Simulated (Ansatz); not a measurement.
A structure relaxed at PBE-D4/def2-TZVP in Ansatz, charge 1, doublet:

Cartesian coordinates in Å:
```
W -0.1189 0.1555 -1.0132
W 0.1164 -0.1521 1.0154
H -0.3186 0.4124 -2.7241
H 0.3211 -0.4158 2.7219
```

Problem. Give its formula and point group.

Solution. H2W2⁺. Point group D∞h (tolerance 0.1 Å).

Problem. Summarise the bond lengths by kind (pairs closer than 1.2 times the sum of covalent radii, bridged metal pairs left out).

Solution. 1 × W–W 2.07 Å; 2 × H–W 1.74 Å.

In the def2 sets W takes a core potential; there is no spin–orbit coupling. The charge 1 doublet is spin-contaminated (final ⟨S²⟩ up to 1.12, 0.75 for a pure state). Another isomer (doublet) lies 1.73 eV lower at PBE0-D4/def2-TZVP; other spin states weren't run for this one.
